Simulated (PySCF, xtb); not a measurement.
BCl, SMILES [B]Cl (connectivity only; charge and spin as stated), charge +1, multiplicity 2.

Harmonic wavenumbers (cm⁻¹) from GFN2-xTB run with xtb 6.7.1 at its own minimum, in rising order: 1338.

Problem. What does B3LYP-D3(BJ)/def2-TZVPD (PySCF) give at its own minimum? (The exact figures need the calculation; the answer reports its results.)

Solution. 1139. Paired by order, the mean absolute difference is 200 cm⁻¹ and the zero-point energies are 1.9 and 1.6 kcal/mol.
